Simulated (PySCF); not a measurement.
# How methods differ on the excitation energy of Sr⁺

Sr⁺ [Kr] 5s1 (2S) → Sr⁺ [Kr] 4d1 (2D), as a difference of total energies. Computed with PySCF 2.14 in x2c-TZVPPall (8s6p6d2f1g, 79 functions), with the spin-free X2C one-electron Hamiltonian (Gaussian nucleus). Correlated levels: valence and next inner shell: [Ar] 3d10 frozen. The calculations carry no spin-orbit coupling.

| method | excitation energy (cm⁻¹) |
| --- | --- |
| UHF | 15741 |
| MP2 (valence and next inner shell) | 15663 |
| SCS-MP2 (valence and next inner shell) | 15493 |
| CCSD (valence and next inner shell) | 15339 |
| CCSD(T) (valence and next inner shell) | 15422 |

Errors of the correlated levels include the incompleteness of this basis and the frozen core.

For comparison: 14724 cm⁻¹ (measured; NIST levels, between the centres of gravity of the two terms).
